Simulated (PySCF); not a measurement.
Atomic charges against the basis set

Species: C6H12O.
Structure used (PBE0-D3(BJ)/def2-SVP), in Å, numbered top down from 1:
```
atom  x, y, z in Å
C1     2.6869   -0.5552    0.0471
O2     1.5980    0.1735    0.5165
C3     0.5742    0.3466   -0.4326
C4    -0.2044   -0.9574   -0.7254
C5    -1.6818   -0.5728   -0.6614
C6    -1.7116    0.4895    0.4340
C7    -0.4684    1.3266    0.1330
H8     3.4497   -0.5700    0.8385
H9     3.1303   -0.0960   -0.8598
H10    2.4273   -1.6032   -0.2004
H11    1.0211    0.7492   -1.3645
H12    0.0826   -1.4410   -1.6709
H13    0.0268   -1.6608    0.0919
H14   -2.3419   -1.4314   -0.4649
H15   -2.0047   -0.1302   -1.6198
H16   -2.6401    1.0797    0.4502
H17   -1.6130    0.0067    1.4208
H18   -0.0506    1.8409    1.0097
H19   -0.7037    2.0949   -0.6200
```

PBE0 throughout (PySCF), one geometry, spherical d and f functions. The structure is a single PBE0-D3(BJ)/def2-SVP conformer in the gas phase; no vibrational or solvent corrections. Atoms taken as equivalent share a column and are averaged. The first 7 of 11 kinds of atom are listed.

Mulliken charges (e):

```csv
basis,functions,C1,O2,C3,C4/C7,C5/C6,H8/H9/H10,H11
STO-3G,47,-0.129,-0.218,+0.040,-0.153,-0.143,+0.076,+0.062
pcSseg-0,87,-0.297,-0.673,+0.045,-0.474,-0.494,+0.213,+0.228
6-31G,87,-0.228,-0.529,+0.093,-0.333,-0.329,+0.159,+0.145
6-31G*,122,-0.262,-0.483,+0.141,-0.365,-0.339,+0.160,+0.139
cc-pVDZ,158,+0.071,-0.316,+0.037,-0.020,-0.066,+0.031,+0.003
def2-SVP,158,+0.125,-0.396,+0.042,-0.014,-0.078,+0.029,+0.011
pcSseg-1,179,-0.032,-0.501,+0.006,-0.190,-0.233,+0.098,+0.094
"6-311+G(2d,p)",261,-0.191,-0.275,+0.166,-0.402,-0.243,+0.136,+0.086
aug-cc-pVDZ,269,+0.767,-0.659,+0.765,+0.537,+0.627,-0.173,-0.399
def2-TZVP,289,-0.227,-0.282,+0.075,-0.212,-0.188,+0.116,+0.056
```

IAO charges (e):

```json
{"basis": "STO-3G", "functions": "47", "C1": "-0.261", "O2": "-0.220", "C3": "-0.002", "C4/C7": "-0.269", "C5/C6": "-0.256", "H8/H9/H10": "+0.122", "H11": "+0.108"}
{"basis": "pcSseg-0", "functions": "87", "C1": "-0.217", "O2": "-0.364", "C3": "+0.059", "C4/C7": "-0.293", "C5/C6": "-0.272", "H8/H9/H10": "+0.131", "H11": "+0.113"}
{"basis": "6-31G", "functions": "87", "C1": "-0.236", "O2": "-0.367", "C3": "+0.065", "C4/C7": "-0.287", "C5/C6": "-0.266", "H8/H9/H10": "+0.136", "H11": "+0.111"}
{"basis": "6-31G*", "functions": "122", "C1": "-0.194", "O2": "-0.381", "C3": "+0.092", "C4/C7": "-0.276", "C5/C6": "-0.253", "H8/H9/H10": "+0.125", "H11": "+0.102"}
{"basis": "cc-pVDZ", "functions": "158", "C1": "-0.194", "O2": "-0.380", "C3": "+0.092", "C4/C7": "-0.276", "C5/C6": "-0.254", "H8/H9/H10": "+0.125", "H11": "+0.102"}
{"basis": "def2-SVP", "functions": "158", "C1": "-0.185", "O2": "-0.380", "C3": "+0.093", "C4/C7": "-0.271", "C5/C6": "-0.248", "H8/H9/H10": "+0.122", "H11": "+0.100"}
{"basis": "pcSseg-1", "functions": "179", "C1": "-0.193", "O2": "-0.388", "C3": "+0.089", "C4/C7": "-0.276", "C5/C6": "-0.254", "H8/H9/H10": "+0.126", "H11": "+0.104"}
{"basis": "6-311+G(2d,p)", "functions": "261", "C1": "-0.203", "O2": "-0.397", "C3": "+0.091", "C4/C7": "-0.282", "C5/C6": "-0.260", "H8/H9/H10": "+0.130", "H11": "+0.107"}
{"basis": "aug-cc-pVDZ", "functions": "269", "C1": "-0.201", "O2": "-0.395", "C3": "+0.092", "C4/C7": "-0.282", "C5/C6": "-0.259", "H8/H9/H10": "+0.129", "H11": "+0.106"}
{"basis": "def2-TZVP", "functions": "289", "C1": "-0.201", "O2": "-0.395", "C3": "+0.094", "C4/C7": "-0.283", "C5/C6": "-0.261", "H8/H9/H10": "+0.129", "H11": "+0.106"}
```

Some averages cover members that differ in this geometry, most widely: H8/H9/H10, Mulliken in aug-cc-pVDZ -0.300 to -0.083; C4/C7, Mulliken in 6-311+G(2d,p) -0.500 to -0.303; C5/C6, Mulliken in 6-311+G(2d,p) -0.331 to -0.156; C4/C7, Mulliken in aug-cc-pVDZ +0.470 to +0.604 e.

Problem. Which scheme is steadiest as the basis changes?

Solution. Largest range over the bases for any column: IAO 0.18 e, Mulliken 1.12 e. IAO charges move least and Mulliken charges most, counted in e. Without the minimal STO-3G basis the ranges are IAO 0.05, Mulliken 1.12 e.

Problem. How much do the charges still move between the two largest bases, aug-cc-pVDZ and def2-TZVP?

Solution. At most, over all atoms: Mulliken 0.994 e, IAO 0.001 e.

Problem. What do the same runs give for the total energy, the frontier levels and the dipole moment?

Solution. 
| basis | energy (Eh) | HOMO (eV) | LUMO (eV) | μ (D) |
| --- | --- | --- | --- | --- |
| STO-3G | -306.9138 | -3.88 | 8.47 | 0.98 |
| pcSseg-0 | -309.9913 | -7.01 | 1.98 | 1.48 |
| 6-31G | -310.6154 | -6.88 | 2.55 | 1.38 |
| 6-31G* | -310.7011 | -6.90 | 2.57 | 1.08 |
| cc-pVDZ | -310.7225 | -6.98 | 1.78 | 1.00 |
| def2-SVP | -310.4826 | -7.06 | 1.70 | 1.11 |
| pcSseg-1 | -310.6670 | -7.15 | 1.37 | 1.16 |
| 6-311+G(2d,p) | -310.7948 | -7.19 | 0.35 | 1.12 |
| aug-cc-pVDZ | -310.7434 | -7.17 | -0.06 | 1.09 |
| def2-TZVP | -310.8188 | -7.17 | 1.15 | 1.06 |

The dipole is fixed by the density alone, so its range of 0.50 D shows that the density itself changes with the basis, not only its division among atoms.
